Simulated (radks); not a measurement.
Q: W, configuration [Xe] 4f12 5d6 6s2 (not the ground configuration). Calculated with a radial shooting solver on a logarithmic mesh with Libxc functionals: scalar-relativistic Kohn-Sham, r2SCAN, spin-polarised, spherical densities, finite nucleus; open shells are filled with parallel spins first (spin-orbit coupling, left out, can overturn this in heavy ions); meta-GGA in the generalised Kohn-Sham scheme; Fermi nuclear charge, rms radius 5.3658 fm. Some entries of the table are withheld. Estimate them.

orbital,occ.,eigenvalue (hartree),r(max) (bohr),<r> (bohr)
1s down,1,-2557.099,0.01146,0.01835
1s up,1,-2557.099,0.01146,0.01835
2s up,1,-442.9745,0.06565,0.07756
2s down,1,-442.9612,0.06565,0.07756
2p up,3,-387.4207,0.05389,0.06945
2p down,3,-387.4102,0.05389,0.06945
3s up,1,-103.1227,0.1851,0.2009
3s down,1,-103.0591,0.1851,0.2008
3p up,3,-86.59521,0.1833,0.2012
3p down,3,-86.53013,0.1833,0.2011
3d up,5,-67.53354,0.1496,0.1825
3d down,5,-67.47841,0.1496,0.1824
4s up,1,-22.14689,0.4200,0.4478
4s down,1,-22.02497,0.4201,0.4481
4p up,3,-16.67157,0.4400,0.4750
4p down,3,-16.55382,0.4401,0.4753
4d up,5,-9.69932,0.4503,0.5058
4d down,5,-9.58132,0.4505,0.5063
5s up,1,-3.31367,0.9462,1.044
5s down,1,-3.19641,0.9452,1.039
4f up,7,-1.96494,0.4228,0.5744
5p up,3,-1.90337,1.063,1.206
4f down,5,-1.84245,0.4234,0.5751
5p down,3,-1.77473,1.059,1.199
5d up,5,-0.29580,1.379,(1)
6s up,1,-0.24818,2.482,2.929
6s down,1,-0.19542,2.697,3.257
5d down,1,-0.16850,1.374,(2)

A: 
(1) 5d up <r> (bohr): 1.787
(2) 5d down <r> (bohr): 1.913
